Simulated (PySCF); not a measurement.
Se⁻ (selenium, charge -1) across methods

[Ar] 3d10 4s2 4p5, 2P determinant. Computed with PySCF 2.14 in aug-cc-pVTZ-DK (7s6p4d2f, 59 functions), with the spin-free X2C one-electron Hamiltonian (Gaussian nucleus). The B2PLYP total includes its PT2 part (frozen core); its orbital energies are those of the SCF part.

| method | E (hartree) | mean ε 4s β (eV) | mean ε 4p α (eV) | mean ε 4p β (eV) | Σ⟨r²⟩ (bohr²) | ⟨S²⟩ |
| --- | --- | --- | --- | --- | --- | --- |
| UHF | -2428.10062 | -14.581 | -3.246 | -2.148 | 57.00 | 0.762 |
| B2PLYP | -2429.455 | -12.221 | -1.547 | -0.745 | 57.66 | 0.756 |
| HSE06 | -2429.604 | -10.306 | -0.252 | 0.446 | 57.70 | 0.754 |
| LDA | -2426.309 | -9.388 | 0.259 | 0.871 | 58.83 | 0.752 |
| wB97X | -2429.953 | -13.451 | -2.835 | -2.105 | 57.36 | 0.754 |
| r2SCAN | -2429.868 | -9.362 | 0.127 | 0.838 | 57.53 | 0.757 |
| PBE0 | -2429.607 | -10.662 | -0.655 | 0.065 | 57.58 | 0.755 |
| M06-2X | -2429.994 | -11.765 | -1.661 | -0.871 | 57.53 | 0.756 |
| PBE | -2429.561 | -9.111 | 0.360 | 0.990 | 59.01 | 0.754 |

The highest occupied level is positive at HSE06, LDA, r2SCAN, PBE0, PBE: only the finite basis holds that electron, which in a density functional comes from self-interaction.
